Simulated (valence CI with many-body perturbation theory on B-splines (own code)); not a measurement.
**Au XXX: M1 decay**

Computed by valence CI with perturbative core correlation (CI+MBPT): four valence electrons over a frozen Dirac-Fock core [Kr] 4d10, radial functions for each j: 8 s, 8 p, 9 d, 9 f, 6 g, 3 h, 2 i, with the one-electron correlation potential Σ1 (screened to all orders), the two-electron term Σ2, the three-electron term Σ3, Breit, model QED; selected single and double excitations, second order for the rest (own B-spline code, finite nucleus).

No measured spectrum was set against this ion. As an estimate, large intervals hold to a few tenths of a per cent, small ones and those within an open d or f shell to about a per cent. Core correlation moves these levels by up to 5900 cm⁻¹, and in measured spectra 5 to 20 % of such shifts remained as error; rates that hang on mixing are uncertain with them. Only levels of the ground parity were solved; by the run's estimate the other parity begins above the list, which can be wrong where configurations are misplaced.

Lines 1 to 50 of 120 in falling wavelength, among levels below 22.580 eV, chosen from the decays that carry over 1 % of a level's rate. Wavelengths and rates use the calculated energies. Weak lines are less certain than strong ones. Lines between different terms over intervals too small for the method are left out, as are lines whose strength nearly cancels. Where a level lies close to another of its J and parity, the split of strength between their lines is uncertain.

Levels are named by their leading jj configuration (3d3/2^4 stands for four electrons in 3d with j = 3/2), which in mixed levels can hold well under half, so a name can repeat and another be missing. Letters in brackets count levels of one name in rising energy.

```tsv
λ vac (Å)	Upper	Lower	Type	A (s⁻¹)	Branch %
14200	(4f5/2^3 4f7/2) J=2 [b]	(4f5/2^3 4f7/2) J=3 [a]	M1	3.57e+00	1.7
11630	(4f5/2^3 4f7/2) J=8	(4f5/2^3 4f7/2) J=7	M1	1.36e+01	100.0
10990	(4f5/2^3 4f7/2) J=3 [a]	(4f5/2^3 4f7/2) J=4 [a]	M1	1.48e+01	3.7
10160	(4f5/2^2 4f7/2^2) J=0 [a]	(4f5/2^2 4f7/2^2) J=1	M1	3.63e+01	7.4
8576	(4f5/2^2 4f7/2^2) J=6 [b]	(4f5/2^2 4f7/2^2) J=5 [a]	M1	1.73e+01	2.3
8445	(4f5/2^3 4f7/2) J=2 [a]	(4f5/2^3 4f7/2) J=1 [a]	M1	2.33e+01	7.5
8387	(4f5/2^3 4f7/2) J=7	(4f5/2^3 4f7/2) J=6 [a]	M1	7.09e+01	100.0
6871	(4f5/2^2 4f7/2^2) J=3 [b]	(4f5/2^2 4f7/2^2) J=2 [a]	M1	3.00e+01	3.6
6422	(4f5/2^3 4f7/2) J=3 [b]	(4f5/2^3 4f7/2) J=4 [a]	M1	2.97e+01	3.3
6314	(4f5/2^3 4f7/2) J=2 [b]	(4f5/2^3 4f7/2) J=1 [a]	M1	2.01e+01	9.5
6074	(4f5/2^3 4f7/2) J=1 [a]	(4f5/2^4) J=2	M1	1.60e+02	100.0
5901	(4f5/2^2 4f7/2^2) J=3 [b]	(4f5/2^2 4f7/2^2) J=4 [b]	M1	9.73e+00	1.2
5549	(4f5/2^2 4f7/2^2) J=4 [a]	(4f5/2^3 4f7/2) J=3 [b]	M1	9.86e+01	8.7
5519	(4f5/2^2 4f7/2^2) J=5 [c]	(4f5/2^2 4f7/2^2) J=4 [b]	M1	2.12e+02	15.2
5419	(4f5/2^3 4f7/2) J=6 [a]	(4f5/2^3 4f7/2) J=5 [a]	M1	3.62e+02	100.0
5315	(4f5/2^2 4f7/2^2) J=5 [a]	(4f5/2^2 4f7/2^2) J=4 [a]	M1	1.88e+02	20.8
5241	(4f5/2^3 4f7/2) J=1 [b]	(4f5/2^4) J=0	M1	2.52e+02	70.7
4578	(4f5/2^2 4f7/2^2) J=2 [c]	(4f5/2^2 4f7/2^2) J=2 [a]	M1	3.64e+01	1.1
4083	(4f5/2^2 4f7/2^2) J=4 [a]	(4f5/2^3 4f7/2) J=3 [a]	M1	2.88e+02	25.3
4057	(4f5/2^2 4f7/2^2) J=8 [b]	(4f5/2^2 4f7/2^2) J=8 [a]	M1	2.16e+01	3.0
3959	(4f5/2^3 4f7/2) J=3 [a]	(4f5/2^4) J=2	M1	2.22e+02	55.8
3948	(4f5/2^2 4f7/2^2) J=9	(4f5/2^2 4f7/2^2) J=8 [a]	M1	1.96e+02	19.0
3926	(4f5/2^3 4f7/2) J=5 [a]	(4f5/2^4) J=4	M1	8.39e+02	100.0
3925	(4f5/2^2 4f7/2^2) J=5 [a]	(4f5/2^3 4f7/2) J=5 [b]	M1	1.30e+02	14.4
3713	(4f5/2^3 4f7/2) J=5 [b]	(4f5/2^3 4f7/2) J=4 [a]	M1	3.51e+02	45.5
3576	(4f5/2^2 4f7/2^2) J=8 [a]	(4f5/2^3 4f7/2) J=8	M1	5.88e+02	61.3
3533	(4f5/2^3 4f7/2) J=2 [a]	(4f5/2^4) J=2	M1	2.86e+02	92.1
3422	(4f5/2^3 4f7/2) J=4 [a]	(4f5/2^3 4f7/2) J=5 [a]	M1	1.26e+02	9.0
3357	(4f5/2^2 4f7/2^2) J=7 [a]	(4f5/2^3 4f7/2) J=7	M1	4.33e+02	28.8
3349	(4f5/2^2 4f7/2^2) J=3 [b]	(4f5/2^2 4f7/2^2) J=4 [a]	M1	1.28e+02	15.2
3233	(4f5/2^2 4f7/2^2) J=4 [b]	(4f5/2^3 4f7/2) J=3 [b]	M1	7.75e+02	27.2
3202	(4f5/2^2 4f7/2^2) J=5 [b]	(4f5/2^3 4f7/2) J=5 [b]	M1	2.94e+02	16.6
3183	(4f5/2^2 4f7/2^2) J=8 [b]	(4f5/2^2 4f7/2^2) J=7 [a]	M1	3.62e+02	49.6
3152	(4f5/2^3 4f7/2) J=3 [b]	(4f5/2^4) J=2	M1	6.88e+02	75.9
3096	(4f5/2^3 4f7/2) J=2 [b]	(4f5/2^4) J=2	M1	1.89e+02	88.8
3053	(4f5/2^2 4f7/2^2) J=2 [a]	(4f5/2^3 4f7/2) J=2 [b]	M1	2.86e+02	12.5
3001	(4f5/2^2 4f7/2^2) J=2 [a]	(4f5/2^3 4f7/2) J=3 [b]	M1	2.39e+02	10.5
2998	(4f5/2^2 4f7/2^2) J=5 [b]	(4f5/2^2 4f7/2^2) J=6 [a]	M1	5.91e+01	3.3
2977	(4f5/2^2 4f7/2^2) J=4 [a]	(4f5/2^3 4f7/2) J=4 [a]	M1	3.67e+02	32.2
2949	(4f5/2^2 4f7/2^2) J=4 [c]	(4f5/2^3 4f7/2) J=5 [b]	M1	2.61e+02	22.2
2943	(4f5/2^2 4f7/2^2) J=3 [a]	(4f5/2^3 4f7/2) J=2 [b]	M1	5.05e+01	2.5
2812	(4f5/2^2 4f7/2^2) J=6 [a]	(4f5/2^3 4f7/2) J=6 [a]	M1	2.85e+02	12.6
2735	(4f5/2^2 4f7/2^2) J=8 [a]	(4f5/2^3 4f7/2) J=7	M1	3.69e+02	38.4
2721	(4f5/2^2 4f7/2^2) J=2 [a]	(4f5/2^3 4f7/2) J=2 [a]	M1	1.48e+02	6.5
2693	(4f5/2^2 4f7/2^2) J=6 [b]	(4f5/2^3 4f7/2) J=5 [b]	M1	4.05e+02	54.1
2674	(4f5/2^2 4f7/2^2) J=4 [b]	(4f5/2^3 4f7/2) J=3 [a]	M1	1.52e+02	5.3
2657	(4f5/2^3 4f7/2) J=4 [b]	(4f5/2^2 4f7/2^2) J=4 [a]	M1	1.81e+02	15.8
2653	(4f5/2^2 4f7/2^2) J=5 [c]	(4f5/2^3 4f7/2) J=5 [b]	M1	2.48e+02	17.8
2653	(4f5/2^3 4f7/2) J=5 [b]	(4f5/2^3 4f7/2) J=6 [a]	M1	1.15e+02	15.0
2634	(4f5/2^2 4f7/2^2) J=3 [a]	(4f5/2^3 4f7/2) J=2 [a]	M1	1.30e+03	63.7
```
